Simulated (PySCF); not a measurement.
Stepwise substitution at one centre (Si SiH3-C2H5). Isolated molecules, 0 K electronic values unless said otherwise. One relaxed conformer stands for each flexible species; it need not be the lowest. Strings in code marks are SMILES.

Quantity: redistribution energy (mixed species minus the weighted end members), in kcal/mol.

Level 1: PBE-D3(BJ)/def2-TZVP // PBE-D3(BJ)/def2-SVP (PySCF)
Level 2: HF/3-21G // PBE-D3(BJ)/def2-SVP (PySCF)
Level 3: HF/6-31G* // PBE-D3(BJ)/def2-SVP (PySCF)
Level 4: HF/STO-3G // PBE-D3(BJ)/def2-SVP (PySCF)

```csv
species,level 1,level 2,level 3,level 4
"2 of 4 SiH3 replaced by C2H5: `CC[Si]([SiH3])([SiH3])CC` (C–C–Si–Si torsion -60°, Si–Si–C–C torsion 176°)",3.45,6.54,[?],4.07
1 of 4 SiH3 replaced by C2H5: `CC[Si]([SiH3])([SiH3])[SiH3]` (C–C–Si–Si torsion 60°),2.67,[?],3.68,2.84
3 of 4 SiH3 replaced by C2H5: `CC[Si]([SiH3])(CC)CC`,2.34,4.49,3.00,[?]
```

Task: Fill in the missing entries.

Result: 
- 2 of 4 SiH3 replaced by C2H5: `CC[Si]([SiH3])([SiH3])CC` (C–C–Si–Si torsion -60°, Si–Si–C–C torsion 176°), level 3: 4.53
- 1 of 4 SiH3 replaced by C2H5: `CC[Si]([SiH3])([SiH3])[SiH3]` (C–C–Si–Si torsion 60°), level 2: 5.40
- 3 of 4 SiH3 replaced by C2H5: `CC[Si]([SiH3])(CC)CC`, level 4: 2.90
